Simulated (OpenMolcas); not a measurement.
## How basis sets differ on C4H4Si (SMILES C#C[SiH2]C#C)

The species is C4H4Si (9 atoms), meant as a singlet with charge 0. As SMILES, `C#C[SiH2]C#C`. Geometry: relaxed at PBE0-D4/def2-TZVP.

Quantity: the HOMO–LUMO gap, in eV. The values are calculated.

| level | kind | program | value (eV) | CPU time |
| --- | --- | --- | --- | --- |
| HF/ANO-R0 (sfX2C) | Hartree–Fock | OpenMolcas | 14.80 | 5.2 s |
| HF/STO-3G | Hartree–Fock | OpenMolcas | 18.29 | 1.4 s |
| HF/3-21G | Hartree–Fock | OpenMolcas | 14.73 | 1.9 s |
| HF/ANO-S-VDZP (RICD fitting) | Hartree–Fock | OpenMolcas | 13.97 | 5 s |
| HF/cc-pVDZ | Hartree–Fock | OpenMolcas | 14.33 | 7.5 s |

The values span 13.97 to 18.29 eV. A Hartree–Fock LUMO above zero doesn't converge with the basis: it sinks as sets grow more diffuse. Orbital gaps aren't excitation energies. CPU times are rough (shared hosts, several kinds of processor and program).
